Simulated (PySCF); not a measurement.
# As: ionisation energy

As [Ar] 3d10 4s2 4p3 (4S) → As⁺ [Ar] 3d10 4s2 4p2 (3P), as a difference of total energies. All numbers are calculated (PySCF 2.14, the non-relativistic Hamiltonian (point nucleus), in dyall-av2z). Correlated levels: valence: [Ar] 3d10 frozen; virtual orbitals above 40 to 60 times the deepest correlated orbital energy dropped. The calculations carry no spin-orbit coupling.

| method | ionisation energy (eV) |
| --- | --- |
| UHF | 9.471 |
| LDA | 10.080 |
| PBE | 9.924 |
| PBE0 | 9.988 |
| r2SCAN | 10.144 |
| HSE06 | 9.971 |
| M06-2X | 9.832 |
| revPBE | 9.877 |
| r2SCAN0 | 10.145 |
| MP2 (valence) | 9.855 |
| SCS-MP2 (valence) | 9.719 |

Question: How much does correlation contribute at MP2 (valence)?

Answer: 9.855 − (9.471) = 0.384 eV, measured against UHF.

These non-relativistic numbers lack the scalar-relativistic shift.

Errors of the correlated levels include the incompleteness of this basis and the frozen core.

For comparison: 10.008 eV (measured; NIST levels, between the centres of gravity of the two terms).
